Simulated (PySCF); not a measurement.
SMILES c1c(c(ccc1)[Si](Cl)(Cl)Cl)C (C7H7Cl3Si), GFN2-xTB optimised geometry.

```
18

C     -2.06    -2.01     0.00
C     -1.27    -0.74     0.00
C     -1.95     0.47     0.00
C     -1.27     1.68     0.00
C      0.11     1.69     0.00
C      0.80     0.49     0.00
C      0.13    -0.74     0.00
Si     1.14    -2.34     0.01
Cl     0.78    -3.44     1.67
Cl     3.12    -1.91    -0.02
Cl     0.75    -3.48    -1.63
H     -3.12    -1.81     0.01
H     -1.81    -2.62     0.87
H     -1.83    -2.60    -0.89
H     -3.03     0.47     0.00
H     -1.82     2.61     0.00
H      0.65     2.62     0.00
H      1.88     0.50     0.00
```

Density from PBE0/def2-SVP (PySCF 2.14.0) at that geometry.

Minimum of the electron density along straight lines between bonded atoms, close to the bond critical point (lines longer than 1.1 times the sum of covalent radii, or with two minima, are not listed):

```
bond      length / Å  ρ at the minimum / e bohr⁻³  ∇²ρ there / e bohr⁻⁵  position (fraction from the first atom)
--------  ----------  ---------------------------  --------------------  ---------------------------------------
C1–C2          1.497                            ?                     ?                                     0.49
C2–C3          1.389                        0.311                 -0.79                                     0.50
C3–C4          1.383                        0.314                 -0.81                                     0.50
C4–C5          1.383                        0.313                 -0.81                                     0.50
C5–C6          1.381                        0.314                 -0.81                                     0.50
C2–C7          1.404                        0.300                 -0.73                                     0.50
C6–C7          1.396                        0.303                 -0.75                                     0.50
C7–Si8         1.893                            ?                  0.29                                     0.62
Si8–Cl9        2.030                        0.098                  0.30                                     0.37
Si8–Cl10       2.027                        0.098                  0.31                                     0.37
Si8–Cl11       2.029                        0.098                  0.31                                     0.37
C1–H12         1.087                        0.277                 -1.02                                     0.63
C1–H13         1.088                        0.276                 -1.01                                     0.63
C1–H14         1.088                        0.276                 -1.01                                     0.63
C3–H15         1.081                        0.283                 -1.07                                     0.63
C4–H16         1.080                        0.284                 -1.09                                     0.63
C5–H17         1.079                        0.284                 -1.08                                     0.63
C6–H18         1.079                        0.286                 -1.11                                     0.64
```

Q: Some entries are withheld; supply them.

A: 
- C1–C2, ρ at the minimum / e bohr⁻³: 0.257
- C1–C2, ∇²ρ there / e bohr⁻⁵: -0.61
- C7–Si8, ρ at the minimum / e bohr⁻³: 0.118
